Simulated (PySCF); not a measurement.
## Potential energy of RuH along the bond

Set-up: H cc-pVDZ, Ru cc-pVDZ-PP with ECP28; scalar-relativistic core potentials (PySCF 2.14). Energies in eV from H + Ru (4d7 5s1) in their ground configurations at the same level. All curves are PBE0. state 1: ⁴Σ⁻ (quartet), unpaired electrons σ ↑, δ ↑↑; state 2: quartet, unpaired electrons σ ↑, π ↑, δ ↑, a second solution, started from another occupation; state 3: quartet, unpaired electrons σ ↑, π ↑, δ ↑, a mixture of terms (⟨Lz²⟩ = 5.0), a second solution, started from another occupation; state 4: quartet, unpaired electrons π ↑, δ ↑↑, a mixture of terms (⟨Lz²⟩ = 1.7), a second solution, started from another occupation.

| R (Å) | state 1 | state 2 | state 3 | state 4 |
| --- | --- | --- | --- | --- |
| 1.367 | -2.044 | -1.821 | -1.745 |  |
| 1.430 | -2.320 | -2.147 | -2.063 | -1.505 |
| 1.494 | -2.478 | -2.349 | -2.256 | -1.690 |
| 1.541 | -2.535 | -2.436 | -2.338 | -1.765 |
| 1.589 | -2.553 | -2.480 | -2.376 | -1.796 |
| 1.637 | -2.537 | -2.490 | -2.380 | -1.794 |
| 1.700 | -2.476 | -2.459 | -2.343 | -1.747 |
| 1.780 | -2.353 | -2.369 | -2.246 | -1.637 |
| 1.875 | -2.160 | -2.209 | -2.079 |  |
| 2.002 | -1.861 | -1.946 | -1.808 |  |

Put a parabola through the three lowest points of the state 1 curve and estimate Re, k and ωe (reduced mass 0.998 u; 1 eV/Å² = 0.16022 mdyn/Å; ωe = 1302.8·√(k/μ) cm⁻¹).

Through R = 1.541, 1.589, 1.637 Å the second-order coefficient is 7.38 eV/Å², so Re ≈ 1.590 Å, k ≈ 2.36 mdyn/Å and ωe ≈ 2005 cm⁻¹. A polynomial fit of higher order to the unrounded PBE0 energies gives Re = 1.588 Å, k = 2.31 mdyn/Å, ωe = 1982 cm⁻¹; anharmonicity and rounding make the difference.

The higher-order fit for each curve: state 1: Re = 1.588 Å, ωe = 1982 cm⁻¹, De = 2.55 eV; state 2: Re = 1.627 Å, ωe = 1882 cm⁻¹, minimum 2.49 eV below the ground-state fragments; state 3: Re = 1.619 Å, ωe = 1905 cm⁻¹, minimum 2.38 eV below the ground-state fragments; state 4: Re = 1.608 Å, ωe = 1957 cm⁻¹, minimum 1.80 eV below the ground-state fragments.

The metal atom is held in its measured ground configuration; semilocal functionals can put another filling of s and d lower by some tenths of an eV, and De to that atom would be smaller. Spin–orbit coupling is left out, which matters for elements this heavy, above all for dissociation energies. With d or f electrons several states lie close, and the lowest PBE0 determinant need not be the measured ground state.
